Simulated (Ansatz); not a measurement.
```yaml
crystal:
  periodic: [false, false, false]
  atoms:
    - {symbol: F, position_ang: [0.648489, -0.825441, 1.979703]}
    - {symbol: Si, position_ang: [0.419984, -0.657505, 0.404278]}
    - {symbol: F, position_ang: [1.105874, -1.930357, -0.282594]}
    - {symbol: Si, position_ang: [-1.889703, -0.739388, -0.022888]}
    - {symbol: Si, position_ang: [1.556920, 1.272112, -0.308308]}
    - {symbol: H, position_ang: [-2.546400, 0.413079, 0.649192]}
    - {symbol: H, position_ang: [-2.113674, -0.634193, -1.489138]}
    - {symbol: H, position_ang: [-2.470822, -2.010559, 0.482098]}
    - {symbol: H, position_ang: [0.962316, 2.458499, 0.362544]}
    - {symbol: H, position_ang: [3.002420, 1.181176, 0.024626]}
    - {symbol: H, position_ang: [1.389999, 1.415576, -1.778915]}
basis:
  gaussian: {orbitals: "6-31G*"}
hamiltonian: {xc: {name: HF}}
correlation: {method: mp2}
kpoints: {mp_grid: {grid: [2, 2, 2]}}
output: {forces: true}
```

```sh
$ ansatz run in.yaml --threads 4 --pin off --events-out ev --progress --plain --max-ram 10444MiB
```

It prints (some lines left out):

```
Error: invalid value for `basis.gaussian`: such a run doesn't read kpoints; remove what it names
```

Q: Something in this input is off. What?

A: The input holds a key that doesn't belong there. The program refused the input.
